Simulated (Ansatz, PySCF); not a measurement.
Process, species as SMILES: CO (CH4O) [methanol] → C[O] + H atom (the H-O bond at the site shown breaks; other sites are not compared here)
Structures are relaxed separately at B3LYP-D3(BJ)/def2-TZVP in Ansatz (a quantum-chemistry and plane-wave program).

Property: bond dissociation energy (enthalpy at 298 K, with B3LYP-D3(BJ) rigid-rotor harmonic-oscillator terms from PySCF), in kJ/mol. Valence correlation only, unless marked. UHF or UKS for open shells. No spin-orbit coupling. No relativistic terms. Basis-set limits of correlation are two-point, X^-3; Hartree-Fock from the larger set. [CCSD(T)-MP2]/basis is that difference in the basis named.

| level | program | bond dissociation energy (kJ/mol) |
|---|---|---|
| HF/aug-cc-pVDZ | Ansatz | 290.4 |
| HF/def2-TZVPP | Ansatz | 291.8 |
| revPBE/def2-TZVPD | Ansatz | 400.1 |
| BP86-D4/def2-TZVPD | PySCF + dftd4 | 423.2 |

Problem. Predict the RI-MP2/CBS(aug-cc-pVTZ,aug-cc-pVQZ)+[CCSD(T)-MP2]/aug-cc-pVTZ result (Ansatz).

Solution. 441.8 kJ/mol, so BP86-D4/def2-TZVPD differs from it by -18.6 kJ/mol.
